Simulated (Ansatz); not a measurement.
Abridged output of a molecular run in Ansatz:

```
Functional definition: HF
1625 factors; integrals over basis functions are off by at most 1.5e-3 eV
mean field evaluation 1: about -12105.8145 eV, gradient 3.2e1 eV
mean field evaluation 2: about -12105.8326 eV, gradient 3.2e1 eV
mean field evaluation 4: about -12109.2558 eV, gradient 4.1e0 eV
mean field evaluation 8: about -12109.3069 eV, gradient 2.9e-4 eV
mean field -12109.30685094 eV, -445.0088187892 hartree, gradient 1.6e-6 eV, S^2 0.000000; 0 other end points of the search recorded, 0 dependent functions left out; unrestricted orbitals would lower it
10 core orbitals not correlated: weight in the atoms' cores, before any rotation towards them, 1.000 or more for the frozen orbitals, at most 0.000 for the correlated occupied ones
reference -12109.30685094 eV, -445.0088187892 hartree; 23, 23 occupied and 117, 117 virtual orbitals, 1625 factors
second order -24.47329680 eV of doubles, -0.00000000 eV of singles
cycle   1  -25.01275093 eV  change   -5.4e-1 eV  update   1.3e-1
cycle   2  -25.81222116 eV  change   -8.0e-1 eV  update   4.1e-2
cycle   3  -25.97285299 eV  change   -1.6e-1 eV  update   1.7e-2
cycle   4  -25.97530346 eV  change   -2.5e-3 eV  update   5.0e-3
cycle   5  -25.97652111 eV  change   -1.2e-3 eV  update   1.6e-3
cycle   6  -25.97644938 eV  change    7.2e-5 eV  update   4.4e-4
cycle   7  -25.97650042 eV  change   -5.1e-5 eV  update   1.3e-4
cycle   8  -25.97656242 eV  change   -6.2e-5 eV  update   3.9e-5
cycle   9  -25.97656431 eV  change   -1.9e-6 eV  update   1.2e-5
perturbative correction -1.11907498 eV, -0.0411252470 hartree
Total energy: -12136.40249023 eV, -446.0045651671 hartree
```

Its atoms:

Z-matrix (Å, degrees):
```
Sn
C 1 2.131
H 1 1.708 2 109.3
H 1 1.709 2 110.7 3 119.7
H 1 1.708 2 108.8 3 -120.6
C 2 1.394 1 120.9 3 -34.8
C 2 1.393 1 120.6 3 145.6
C 6 1.388 2 120.8 1 -179.4
H 6 1.086 2 120.3 1 0.9
C 7 1.388 2 120.8 1 179.4
H 7 1.086 2 120.3 1 -0.9
C 8 1.387 6 120.0 2 -0.0
H 8 1.084 6 119.9 2 -179.9
H 10 1.084 7 119.9 2 179.9
H 12 1.084 8 120.1 6 -179.9
```

Q: Which basis set was used?
A. def2-SVPD
B. def2-TZVPP
C. cc-pV(Q+d)Z
D. def2-SVP

A: D. It gives 150 functions.

Q: Write the keys of the input that set method, charge and spin (a neutral closed shell needs none for the last two).

A: 
```yaml
correlation: {method: ccsd_t}
```
